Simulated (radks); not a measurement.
Problem. Species: the ytterbium ion Yb3+. Configuration: [Xe] 4f12 6s1 (not the ground configuration). Method: scalar-relativistic Kohn-Sham, r2SCAN, spin-polarised, spherical densities, finite nucleus; open shells are filled with parallel spins first (spin-orbit coupling, left out, can overturn this in heavy ions); meta-GGA in the generalised Kohn-Sham scheme; Fermi nuclear charge, rms radius 5.3108 fm; computed with a radial shooting solver on a logarithmic mesh with Libxc functionals. Some entries of the table are withheld. Estimate them.

orbital,occ.,eigenvalue (hartree),<r^2> (bohr^2)
1s up,1,-2254.848,0.0005301
1s down,1,-2254.847,0.0005301
2s up,1,-384.3253,0.008210
2s down,1,-384.3246,0.008210
2p up,3,-338.8143,0.006717
2p down,3,-338.8134,0.006717
3s up,1,-88.34447,0.05358
3s down,1,-88.29621,0.05355
3p up,3,-74.55798,0.05415
3p down,3,-74.50959,0.05411
3d up,5,-57.74416,0.04516
3d down,5,-57.70700,0.04511
4s up,1,-18.98017,0.2678
4s down,1,-18.88343,0.2679
4p up,3,-14.42265,0.3036
4p down,3,-14.32713,0.3037
4d up,5,-8.39371,0.3591
4d down,5,-8.29858,0.3597
5s up,1,(1),1.520
5s down,1,(2),1.539
5p up,3,-2.38885,2.050
5p down,3,-2.36051,2.051
4f up,7,-1.76985,(3)
4f down,5,-1.68049,(4)
6s up,1,-1.00571,8.731
6s down,0,-0.90012,9.235

Solution. 
(1) 5s up eigenvalue (hartree): -3.51206
(2) 5s down eigenvalue (hartree): -3.47255
(3) 4f up <r^2> (bohr^2): 0.6144
(4) 4f down <r^2> (bohr^2): 0.6283
